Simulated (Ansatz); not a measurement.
(CdS)6 prism (Cd₆S₆). Total charge 0; singlet. Geometry r2SCAN-D4/def2-SVP, basis def2-TZVP, Ansatz.

```xyz
12

Cd    1.972    0.409   -1.313
S     0.172    0.838   -2.943
Cd   -1.455    1.486   -1.207
S    -1.711    2.288    1.111
Cd    0.532    1.517    1.788
S     2.771    0.879    0.972
Cd    1.455   -1.486    1.207
S     1.711   -2.288   -1.111
Cd   -0.532   -1.517   -1.788
S    -2.771   -0.879   -0.972
Cd   -1.972   -0.408    1.313
S    -0.172   -0.838    2.943
```

| run | HOMO (eV) | LUMO (eV) |
| --- | --- | --- |
| A | -6.42 | -3.23 |
| B | -6.99 | -2.84 |
| C | -6.05 | -3.49 |
| D | -5.83 | -3.68 |
| E | -7.68 | -2.23 |
| F | -6.82 | -2.94 |

In the def2 sets Cd takes a core potential; there is no spin–orbit coupling. Single mean-field runs in def2-TZVP are fitted with def2-universal-jkfit.

Question: The runs used BHLYP, PBE, PBE0, r2SCAN, r2SCAN0, r2SCANh. Estimate which is which.

Answer: A r2SCANh (10 % exact exchange); B r2SCAN0 (25 % exact exchange); C r2SCAN (0 % exact exchange); D PBE (0 % exact exchange); E BHLYP (50 % exact exchange); F PBE0 (25 % exact exchange). Exact exchange lowers occupied and raises empty levels; among semilocal functionals meta-GGAs tend to open the gap a little, and such runs are hard to tell apart. The gap grows from 2.15 eV (PBE) to 5.45 eV (BHLYP).
